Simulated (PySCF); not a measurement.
## Correlation energy of Sc (scandium, neutral)

[Ar] 3d1 4s1 4p1, one real determinant (an excited configuration). Computed with PySCF 2.14 in x2c-TZVPPall, with the spin-free X2C one-electron Hamiltonian (Gaussian nucleus). Frozen: [Ar]; 3 electrons correlated.

```tsv
level	correlation energy (mhartree)
CCSD	-9.48
(T)	-0.15
CCSD(T)	-9.63
```

Diagnostics: T1 = 0.014, D1 = 0.0294, largest double amplitude 0.080.

The real determinant used has ⟨L²⟩ near 8 against 12 for a pure F term, so it mixes terms.

Cost of the coupled-cluster step: about 2.9 core-seconds, for 3 correlated electrons.

The basis was made for the ground configuration and has no added diffuse functions, which can raise the energy of the promoted electron.

The reference is one real determinant that mixes LS terms of this configuration.
